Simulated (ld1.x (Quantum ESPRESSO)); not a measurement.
Which change was made? (O, PAW)

ld1.x (Quantum ESPRESSO) 7.5 input, shortened:

```
&input
   title='O', zed=8., rel=1, dft='PBE', iswitch=3,
   config='[He] 2s2 2p4 3d-2'
 /
 &inputp
   pseudotype=3, lpaw=.true., tm=.true., lloc=-1, rcloc=0.55,
   nlcc=.true., new_core_ps=.true.,
   which_augfun='PSQ', rmatch_augfun=0.40
 /
6
2S  1  0   2.00   0.00  0.50  0.70  0.0
2S  1  0   0.00   1.70  0.50  0.70  0.0
2P  2  1   4.00   0.00  0.75  0.95  0.0
2P  2  1   0.00  -0.10  0.75  0.95  0.0
3D  3  2  -2.00  -0.10  0.80  0.95  0.0
3D  3  2  -2.00   2.65  0.80  0.95  0.0
 &test
   configts(1)='2s2 2p4'
 /
```

Cutoffs, loose and tight: the cutoffs (Ry, on a coarse ladder) from which the occupation-weighted sum of valence levels, in a spherical-Bessel basis at the reference potential, stays within 10 and 1 mRy of its value at 400 Ry. They do not see the model core or the augmentation charge, which bear on the density cutoff. Test errors are all-electron minus pseudo excitation energies from the reference, over the configurations 2s2 2p3; 2s2 2p2; 2s2 2p1; 2s1 2p4; 2s1 2p5; 2s0 2p6; 2s2 2p4.3; variants that change the core or the reference have their own tests.

The base gives: outcome: generated, overlap not positive; bound ghosts: not determined (overlap not positive); largest test error (meV): -9.8.

(1) After one change the result is: outcome: generated, overlap not positive; bound ghosts: not determined (overlap not positive); largest test error (meV): +53. Which change was it?
A. type ultrasoft; local potential all-electron potential smoothed inside 0.60 bohr (lloc = -1); augmentation PSQ, radius 0.45 bohr
B. local potential all-electron potential smoothed inside 0.65 bohr (lloc = -2)
C. local potential all-electron potential smoothed inside 0.34 bohr (lloc = -1)
D. augmentation BESSEL, radius 0.45 bohr

## Answers

(1) A. The others give: augmentation BESSEL, radius 0.45 bohr → outcome: generated, overlap not positive; bound ghosts: not determined (overlap not positive); largest test error (meV): +11 | local potential all-electron potential smoothed inside 0.34 bohr (lloc = -1) → outcome: generated, overlap not positive; bound ghosts: not determined (overlap not positive); largest test error (meV): -4.0 | local potential all-electron potential smoothed inside 0.65 bohr (lloc = -2) → outcome: generated; cutoff, loose: 80 Ry; cutoff, tight: 140 Ry; bound ghosts: none; largest test error (meV): -7.0. A file whose overlap is not positive is unfit for use, and its test errors describe a broken file.
